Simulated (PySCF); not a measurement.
# Working out the ionisation energy of S¹²⁺

S¹²⁺ [He] 2s2 (1S) → S¹³⁺ [He] 2s1 (2S). Calculation: PySCF 2.14, in an uncontracted even-tempered set (17 s from 1.8 bohr⁻², ratio 2.2; 9 p from 2.9 bohr⁻², ratio 2.4; 6 d from 8.8 bohr⁻², ratio 2.4; 5 f from 13 bohr⁻², ratio 2.4; 4 g from 20 bohr⁻², ratio 2.4); the non-relativistic Hamiltonian (point nucleus). Frozen: nothing; the 11 highest virtual orbitals dropped. Energies in hartree (1 hartree = 27.21139 eV):

```csv
part,S¹²⁺ (lower),S¹³⁺ (upper)
UHF,-295.678408,-271.992459
MP2 opposite-spin,-0.162963,-0.048379
MP2 same-spin,-0.003547,-0.001825
```

Task: What does Hartree-Fock give?

Result: (-271.992459) − (-295.678408) = 23.685949 hartree = 644.528 eV.

Task: What do MP2 and SCS-MP2 (6/5 opposite-spin, 1/3 same-spin) give?

Result: The opposite-spin parts differ by 3.118 eV and the same-spin parts by 0.047 eV. MP2: 644.528 + (3.118) + (0.047) = 647.693 eV. SCS-MP2: 644.528 + 1.2 × (3.118) + (0.047)/3 = 648.285 eV.

A first-order spin-orbit estimate adds 0.000 eV to MP2 (all electrons), giving 647.693 eV against 651.96 ± 0.12 eV (semi-empirical (NIST evaluation); NIST Atomic Spectra Database, ionization energies).

What remains against the reference includes basis incompleteness and correlation beyond second order.
